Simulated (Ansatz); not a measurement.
System: CH7BNO2, net charge 1, singlet state. It need not be the lowest isomer of its formula. SMILES: N(B(O)[OH2+])C
Structure (B3LYP-D3(BJ)/def2-TZVP (Ansatz, a program for electronic structure) minimum search):
```
N
H 1 1.0101
B 1 1.3713 2 117.40
O 3 1.3373 1 136.61 2 4.47
H 4 0.9628 3 120.48 1 6.63
C 1 1.4674 2 113.64 3 -179.54
H 6 1.0881 1 109.77 2 -42.53
H 6 1.0904 7 108.84 1 -122.15
H 6 1.0904 7 106.60 8 -117.93
O 3 1.5156 4 106.80 5 -173.19
H 10 0.9706 3 122.80 4 -152.19
H 10 0.9742 11 113.35 3 -147.66
```
Charge +1, spin multiplicity 1.

Parts of the frozen-core correlation energy in cc-pVTZ (Ansatz, hartree). Frozen orbitals: 5; correlated occupied orbitals by spin: 15 and 15; virtual: 228 and 228. Spin-orbit coupling is left out. No relativistic terms.

| term | value |
|---|---|
| reference (HF) | -270.79296 |
| MP2 opposite-spin | (withheld) |
| MP2 same-spin | (withheld) |
| CCSD correlation | -0.98902 |
| (T) | (withheld) |
| T1 diagnostic | 0.011 |
| largest doubles amplitude | 0.023 |

Fill in the missing entries.


- MP2 opposite-spin, value: -0.72660
- MP2 same-spin, value: -0.23332
- (T), value: -0.03574
